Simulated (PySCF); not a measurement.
Molfile (atoms numbered from 1):
```
C3H5Cl3OSi
     RDKit          3D

 13 12  0  0  0  0  0  0  0  0999 V2000
   -2.1042    0.2617    0.1806 Si  0  0  0  0  0  4  0  0  0  0  0  0
   -0.6349    0.6872   -0.4201 O   0  0  0  0  0  0  0  0  0  0  0  0
    0.6263    0.3051   -0.2471 C   0  0  0  0  0  0  0  0  0  0  0  0
    1.6062    1.1739   -0.5180 C   0  0  0  0  0  0  0  0  0  0  0  0
    3.2723    0.8126   -0.3797 Cl  0  0  0  0  0  0  0  0  0  0  0  0
    0.9066   -1.0936    0.2086 C   0  0  0  0  0  0  0  0  0  0  0  0
    0.2877   -2.2578   -0.9904 Cl  0  0  0  0  0  0  0  0  0  0  0  0
    0.1365   -1.3907    1.7794 Cl  0  0  0  0  0  0  0  0  0  0  0  0
   -2.8936    1.1084   -0.7002 H   0  0  0  0  0  0  0  0  0  0  0  0
   -2.1737    0.6491    1.5868 H   0  0  0  0  0  0  0  0  0  0  0  0
   -2.3950   -1.1581    0.0147 H   0  0  0  0  0  0  0  0  0  0  0  0
    1.3844    2.1742   -0.8523 H   0  0  0  0  0  0  0  0  0  0  0  0
    1.9770   -1.2714    0.3198 H   0  0  0  0  0  0  0  0  0  0  0  0
  1  2  1  0
  2  3  1  0
  3  4  2  0
  4  5  1  0
  3  6  1  0
  6  7  1  0
  6  8  1  0
  1  9  1  0
  1 10  1  0
  1 11  1  0
  4 12  1  0
  6 13  1  0
M  END
```

How the numbers were obtained: σ from GIAO-PBE0/pcSseg-1, geometry from GFN2-xTB, in PySCF (isolated molecule, equivalent nuclei averaged, non-relativistic Hamiltonian, single conformer).

Referencing at the same level of theory: ¹³C (σref 186.93) and ¹H (σref 31.72) and ²⁹Si (σref 349.16) against TMS; ¹⁷O (σref 336.08) against H2O; HCl for ³⁵Cl (σref 949.78).

```json
{"atoms": "C6", "nucleus": "¹³C", "count": "1", "δ (ppm)": "78.2"}
{"atoms": "C3", "nucleus": "¹³C", "count": "1", "δ (ppm)": "156.0"}
{"atoms": "H12", "nucleus": "¹H", "count": "1", "δ (ppm)": "5.76"}
{"atoms": "H9/H10/H11", "nucleus": "¹H", "count": "3", "δ (ppm)": "5.31"}
{"atoms": "Cl7/Cl8", "nucleus": "³⁵Cl", "count": "2", "δ (ppm)": "268"}
{"atoms": "H13", "nucleus": "¹H", "count": "1", "δ (ppm)": "7.19"}
{"atoms": "C4", "nucleus": "¹³C", "count": "1", "δ (ppm)": "?"}
{"atoms": "Cl5", "nucleus": "³⁵Cl", "count": "1", "δ (ppm)": "?"}
{"atoms": "Si1", "nucleus": "²⁹Si", "count": "1", "δ (ppm)": "-37.2"}
{"atoms": "O2", "nucleus": "¹⁷O", "count": "1", "δ (ppm)": "?"}
```

Q: Estimate the values marked ?.

A: 
- C4: 114.3 ppm, β carbon of an enol-ether or enamine type C=C; the O or N lone pair pushes π density onto this β carbon and shields it
- O2: 80.0 ppm, oxygen bonded to C, Si
- Cl5: 145 ppm, chlorine bonded to C

Carbons that carry Cl, above all several Cl atoms, come out too deshielded, partly because spin–orbit coupling is missing. Shifts are as computed. Against solution values, carbons near 30 ppm lie about +3 ppm off and those near 130 ppm about +5 ppm; carbons on Cl a further +6 ppm. Of 1309 compounds with measured shifts, 239 miss one by over three times the rms of a fit or turn the order of signals round; such compounds aren't used in these exercises. Experimental scales use liquid or dissolved standards, which lie at an offset from isolated H2O (liquid H2O: subtract about 36 ppm).
